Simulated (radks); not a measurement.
Task: These are the eigenvalues of the occupied orbitals of an atom or ion with whole-number occupations (hartree). Calculated with a radial shooting solver on a logarithmic mesh with Libxc functionals: scalar-relativistic Kohn-Sham, r2SCAN, spin-polarised, spherical densities, finite nucleus; meta-GGA in the generalised Kohn-Sham scheme; Fermi nuclear charge, rms radius of each element as measured or else 0.836 A^(1/3) + 0.57 fm.

1s up: -432.5608
1s down: -432.5514
2s up: -55.86377
2s down: -55.81700
2p up: -48.99695
2p down: -48.95629
3s up: -7.85925
3s down: -7.78127
3p up: -5.70113
3p down: -5.62127
3d up: -2.16846
3d down: -2.08198
4s up: -0.87509
4s down: -0.72931
4p up: -0.45730
4d up: -0.02306

Which element is it, and in what charge state? The configuration may be excited. Open shells, if any, are filled with parallel spins first.

Result: Z = 33, arsenic, charge 0: As in [Ar] 3d9 4s2 4p3 4d1. The list shows which subshells hold electrons but not how many an open one holds; the 1s level, -432.56 hartree, gives Z - s = 29.4 by -(Z - s)^2/2, which with screening and relativity narrows Z to a few neighbours, and the depths of the outer levels then fix element, charge and occupations together.
